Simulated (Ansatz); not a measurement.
Saddle point of AlH2Br, singlet (AlH₂Br ([AlH2][Br]) → AlH + HBr; bonds formed: Br2–H3; bonds broken: Al1–Br2, Al1–H3), PBE0-D4/def2-TZVP structure:

Al1  (-0.939, 0.251, -0.357)
Br2  (1.710, -0.552, 0.226)
H3  (0.564, -0.422, -1.000)
H4  (-1.336, 0.722, 1.131)
(Å)

Energies are electronic, without zero-point energy. Barriers and step energies count from the start structure reached by relaxing down the imaginary mode; all methods use the PBE0-D4 structures, on which another method's saddle can fall below an end. Ansatz 0.2.0; basis: def2-TZVPP, with def2-QZVPP for the basis limit; cores frozen in the correlated methods. Filled d shells of the heavier atoms are correlated. The def2 sets are not built for correlating such inner shells, so the correlated values are less sure here. B3LYP uses VWN-RPA correlation. Extrapolation: Hartree–Fock as exp(−7.88 √X), correlation as X^−2.97.

| method | barrier (eV) | step energy (eV) |
| --- | --- | --- |
| SPW92 | 2.439 | 2.648 |
| PBE-D4 | 2.524 | 2.583 |
| BLYP-D4 | 2.556 | 2.503 |
| r2SCAN-D4 | 2.859 | 2.940 |
| B97M-V | 2.926 | 2.828 |
| PBE0-D4 | 2.844 | 2.742 |
| B3LYP-D4 | 2.819 | 2.654 |
| r2SCAN0-D4 | ? | 2.972 |
| BHLYP-D4 | 3.183 | 2.834 |
| CAM-B3LYP-D4 | ? | 2.773 |
| wB97X-V | 3.218 | 2.904 |
| wB97M-V | 3.059 | 2.756 |
| B2PLYP | 2.983 | 2.771 |
| PBE-QIDH | 3.143 | 2.921 |
| RPA on PBE | ? | 2.604 |
| HF | 3.708 | 2.957 |
| MP2 | 3.170 | 2.921 |
| CCSD | 3.161 | 2.746 |
| CCSD(T) | 3.039 | 2.744 |

Q: Fill in the withheld barriers. (Judge from chemistry; the value comes from the calculation.)

A: Computed: RPA on PBE 2.890; r2SCAN0-D4 3.048; CAM-B3LYP-D4 3.059 eV. Each is the energy of the saddle less that of the start structure, by the same method.

For comparison, the barrier by CCSD(T) at an estimated basis limit (MP2 extrapolated from triple and quadruple zeta, plus CCSD(T) − MP2 in triple zeta) is 3.062 eV.

The T1 diagnostic stays at or below 0.012. The restricted Hartree–Fock reference is unstable towards an unrestricted one at one or more of these structures.

Labels in which every atom is bracketed show which atoms are joined, not bond orders.

For scale, one of the runs: CCSD(T)/def2-TZVPP, 118 basis functions, launched by `ansatz run in.yaml --threads 2 --pin off --events-out ev --progress --plain --max-ram 4352MiB`. Hardware: 2 CPU threads of an Intel Xeon Platinum 8559C, shared host. Wall time about 4.1 s.
